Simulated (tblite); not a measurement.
Record of a relaxation.

Compound: C3H10OSi2.
Bonds: C1–C2 (double), C2–C3, C3–Si4, C2–O5, O5–Si6. Hydrogens: H7, H8 on C1; H9, H10 on C3; H11, H12, H13 on Si4; H14, H15, H16 on Si6.

Computed with GFN2-xTB (tblite), gas phase: L-BFGS steps from a force-field or distance-geometry start until the largest atomic force falls under 0.01 eV/Å. 7 of its 123 geometries are shown.

Step 0: E = -518.7223 eV, largest atomic force 1.498 eV/Å
```
atom  x, y, z in Å  |  force x, y, z in eV/Å
C1      0.376   -1.195   -1.252   -0.605  -0.189   0.030
C2      0.005   -0.463   -0.210    0.610  -0.369   0.467
C3     -1.333   -0.706    0.425    0.286  -0.389  -0.616
Si4    -2.231    0.928    0.277   -0.440   0.986  -0.242
O5      0.787    0.498    0.388    1.474  -0.206  -0.172
Si6     2.496    0.568    0.421   -0.765  -0.157  -0.020
H7     -0.366   -1.920   -1.597    0.720   0.276  -0.174
H8      1.317   -1.089   -1.754   -0.057  -0.053  -0.097
H9     -1.789   -1.529   -0.164    0.028   0.463   0.707
H10    -1.242   -0.972    1.475    0.097  -0.237  -0.049
H11    -1.871    1.730    1.446   -0.129   0.025   0.082
H12    -1.692    1.636   -0.897   -0.155  -0.059   0.027
H13    -3.689    0.789    0.113    0.214  -0.068   0.110
H14     3.027    1.921    0.646   -0.636  -0.085  -0.042
H15     3.062   -0.277    1.491   -0.390   0.002  -0.060
H16     3.136    0.090   -0.817   -0.251   0.059   0.048
```

Step 20: E = -519.1441 eV, largest atomic force 0.144 eV/Å
```
atom  x, y, z in Å  |  force x, y, z in eV/Å
C1      0.407   -1.259   -1.312   -0.036   0.013   0.012
C2      0.060   -0.565   -0.238   -0.015  -0.077   0.036
C3     -1.273   -0.644    0.426   -0.024   0.004   0.014
Si4    -2.186    1.039    0.289    0.069  -0.126   0.013
O5      0.880    0.348    0.344    0.020   0.021  -0.031
Si6     2.493    0.504    0.426    0.037   0.037   0.003
H7     -0.272   -1.956   -1.763   -0.028  -0.025  -0.024
H8      1.371   -1.139   -1.768    0.003  -0.041  -0.022
H9     -1.853   -1.451   -0.021    0.018   0.070   0.003
H10    -1.128   -0.892    1.481   -0.002   0.042  -0.047
H11    -1.929    1.865    1.469    0.027  -0.015  -0.015
H12    -1.749    1.726   -0.925   -0.015   0.014  -0.010
H13    -3.615    0.728    0.205   -0.041   0.033   0.012
H14     2.595    1.934    0.673   -0.001  -0.014   0.049
H15     3.002   -0.347    1.504   -0.028   0.017   0.016
H16     3.190    0.119   -0.803    0.016   0.046  -0.008
```

Step 41: E = -519.1644 eV, largest atomic force 0.070 eV/Å
```
atom  x, y, z in Å  |  force x, y, z in eV/Å
C1      0.380   -1.339   -1.341   -0.001  -0.009   0.043
C2      0.065   -0.598   -0.288   -0.013   0.018   0.011
C3     -1.258   -0.641    0.403   -0.001  -0.016  -0.023
Si4    -2.147    1.050    0.281    0.007   0.001   0.010
O5      0.884    0.343    0.247   -0.017   0.003  -0.001
Si6     2.477    0.545    0.461   -0.012  -0.004  -0.040
H7     -0.331   -2.041   -1.737    0.066   0.002  -0.023
H8      1.338   -1.272   -1.826   -0.040   0.020   0.037
H9     -1.866   -1.435   -0.024   -0.002  -0.029   0.004
H10    -1.089   -0.876    1.456   -0.029  -0.002  -0.023
H11    -1.779    1.874    1.431    0.021   0.033  -0.009
H12    -1.794    1.714   -0.973    0.004  -0.012   0.007
H13    -3.591    0.792    0.308    0.018   0.000   0.015
H14     2.478    1.946    0.855    0.004   0.000   0.043
H15     2.967   -0.374    1.490   -0.028   0.001   0.010
H16     3.259    0.322   -0.754    0.024  -0.005  -0.060
```

Step 61: E = -519.1870 eV, largest atomic force 0.049 eV/Å
```
atom  x, y, z in Å  |  force x, y, z in eV/Å
C1      0.433   -1.411   -1.297    0.001   0.012  -0.010
C2      0.039   -0.619   -0.313   -0.004   0.014  -0.007
C3     -1.286   -0.667    0.364   -0.013   0.041   0.005
Si4    -2.067    1.078    0.286    0.007   0.015   0.000
O5      0.797    0.407    0.164   -0.007  -0.007   0.024
Si6     2.383    0.586    0.451   -0.002  -0.046   0.018
H7     -0.200   -2.193   -1.671   -0.018   0.000   0.017
H8      1.393   -1.290   -1.765    0.036  -0.016   0.014
H9     -1.923   -1.426   -0.085    0.038  -0.001  -0.009
H10    -1.131   -0.935    1.412   -0.031  -0.015  -0.007
H11    -1.489    1.955    1.304    0.006  -0.033  -0.026
H12    -1.849    1.627   -1.054   -0.027  -0.001   0.023
H13    -3.502    0.919    0.542    0.000   0.007  -0.002
H14     2.370    1.893    1.085   -0.023   0.035   0.021
H15     2.834   -0.494    1.334    0.028   0.014  -0.023
H16     3.191    0.580   -0.769    0.009  -0.017  -0.038
```

Step 81: E = -519.2059 eV, largest atomic force 0.064 eV/Å
```
atom  x, y, z in Å  |  force x, y, z in eV/Å
C1      0.501   -1.463   -1.192    0.016  -0.002   0.000
C2      0.038   -0.647   -0.257    0.000   0.016   0.005
C3     -1.355   -0.658    0.275   -0.010   0.023   0.015
Si4    -2.074    1.112    0.269    0.021  -0.045   0.020
O5      0.791    0.332    0.307   -0.005   0.016   0.030
Si6     2.387    0.600    0.434   -0.010  -0.005   0.014
H7     -0.120   -2.223   -1.623   -0.012  -0.013  -0.033
H8      1.514   -1.383   -1.542    0.026  -0.049  -0.032
H9     -1.966   -1.355   -0.295    0.017   0.009   0.019
H10    -1.328   -1.010    1.309   -0.013  -0.006  -0.010
H11    -1.303    1.960    1.172   -0.005   0.047   0.005
H12    -2.054    1.634   -1.099    0.009   0.001  -0.003
H13    -3.454    1.018    0.753   -0.019  -0.004  -0.014
H14     2.345    1.843    1.187    0.005  -0.001   0.010
H15     3.025   -0.506    1.153   -0.003   0.005  -0.009
H16     3.047    0.756   -0.864   -0.017   0.008  -0.016
```

Step 102: E = -519.2111 eV, largest atomic force 0.093 eV/Å
```
atom  x, y, z in Å  |  force x, y, z in eV/Å
C1      0.511   -1.484   -1.160   -0.026  -0.001   0.026
C2      0.046   -0.667   -0.226   -0.032  -0.047   0.021
C3     -1.363   -0.648    0.264   -0.006  -0.088   0.028
Si4    -2.065    1.124    0.252    0.017   0.018   0.057
O5      0.802    0.270    0.399    0.003   0.020  -0.033
Si6     2.388    0.609    0.430    0.033  -0.017   0.048
H7     -0.129   -2.208   -1.628    0.004   0.017   0.001
H8      1.539   -1.460   -1.474    0.013   0.025  -0.008
H9     -1.973   -1.334   -0.323    0.022   0.020   0.007
H10    -1.373   -1.006    1.297    0.007  -0.009  -0.011
H11    -1.304    1.992    1.149   -0.009  -0.003  -0.028
H12    -2.040    1.623   -1.120    0.006   0.047  -0.059
H13    -3.446    1.032    0.734   -0.043   0.007  -0.008
H14     2.352    1.791    1.278    0.005  -0.018  -0.011
H15     3.126   -0.510    1.025    0.005   0.023  -0.028
H16     2.921    0.885   -0.906    0.000   0.005  -0.003
```

Step 122: E = -519.2194 eV, largest atomic force 0.009 eV/Å
```
atom  x, y, z in Å  |  force x, y, z in eV/Å
C1      0.490   -1.478   -1.123   -0.002   0.003   0.004
C2      0.043   -0.698   -0.150    0.009   0.000   0.000
C3     -1.368   -0.663    0.331    0.005   0.004  -0.001
Si4    -2.051    1.116    0.198   -0.002   0.000   0.005
O5      0.820    0.200    0.506    0.008   0.000  -0.004
Si6     2.388    0.611    0.411    0.003  -0.007   0.002
H7     -0.162   -2.174   -1.617    0.001   0.001  -0.003
H8      1.515   -1.446   -1.446   -0.001   0.000   0.002
H9     -1.970   -1.373   -0.231   -0.001   0.002   0.005
H10    -1.389   -0.964    1.381   -0.006  -0.002  -0.003
H11    -1.385    1.994    1.157   -0.001  -0.001   0.001
H12    -1.849    1.604   -1.168   -0.003  -0.005  -0.007
H13    -3.485    1.052    0.501   -0.004   0.003   0.001
H14     2.414    1.648    1.431    0.000   0.003   0.003
H15     3.252   -0.528    0.732   -0.004   0.003  -0.006
H16     2.729    1.109   -0.923    0.001  -0.002   0.002
```

**Question.** Summarise the path.

**Answer.** The energy falls by 47.96 kJ/mol from step 0 to step 122; nine tenths of that is first reached at step 46. It rises by more than 0.2 meV at step 105. The largest force goes from 1.498 to 0.009 eV/Å. Among the bonds O5–Si6 changes most, from 1.711 to 1.623 Å; the atoms move by 0.532 Å rms after alignment.

**Question.** Follow the three bonds and two angles with the largest change from start to end.

**Answer.** 
```
step  E above end (kJ/mol)  largest force (eV/Å)  O5–Si6 (Å)  C3–Si4 (Å)  C3–H9 (Å)  O5–Si6–H14 (°)  H14–Si6–H16 (°)
   0                 47.96                 1.498       1.711       1.871      1.109           113.6            105.6
   5                 21.66                 0.585       1.631       1.910      1.095           109.8            108.3
  11                 10.82                 0.289       1.624       1.922      1.091           102.6            110.9
  16                  8.04                 0.199       1.624       1.908      1.085           100.0            111.2
  21                  7.14                 0.098       1.622       1.918      1.090            99.8            111.8
  27                  6.51                 0.078       1.622       1.916      1.088            99.9            112.2
  32                  5.95                 0.058       1.620       1.915      1.088           100.0            112.1
  37                  5.64                 0.057       1.621       1.915      1.089            99.5            111.6
  42                  5.24                 0.062       1.618       1.913      1.087            99.0            112.0
  48                  4.41                 0.074       1.622       1.913      1.089            98.2            113.6
  53                  3.88                 0.116       1.620       1.912      1.087            98.7            113.5
  58                  3.26                 0.059       1.623       1.911      1.088            99.7            111.4
  64                  2.86                 0.076       1.622       1.913      1.089            99.5            112.4
  69                  2.61                 0.083       1.623       1.910      1.087            99.0            113.0
  74                  2.24                 0.100       1.622       1.910      1.088            98.0            112.9
  80                  1.34                 0.074       1.623       1.910      1.088            98.8            112.6
  85                  1.14                 0.031       1.623       1.909      1.088            98.9            112.1
  90                  1.06                 0.031       1.623       1.911      1.089            99.1            112.5
  95                  1.00                 0.025       1.623       1.909      1.088            99.2            112.5
 101                  0.88                 0.069       1.622       1.908      1.089            99.0            112.8
 106                  0.43                 0.082       1.624       1.907      1.087            99.1            113.4
 111                  0.14                 0.049       1.622       1.909      1.089            99.3            113.3
 117                  0.02                 0.020       1.623       1.911      1.088            99.0            113.1
 122                  0.00                 0.009       1.623       1.911      1.088            99.0            113.1
```

What follows is the cost of the whole relaxation. On an Arm Neoverse N1 with one thread, no GPU, on a shared host, this took 1.3 s wall.
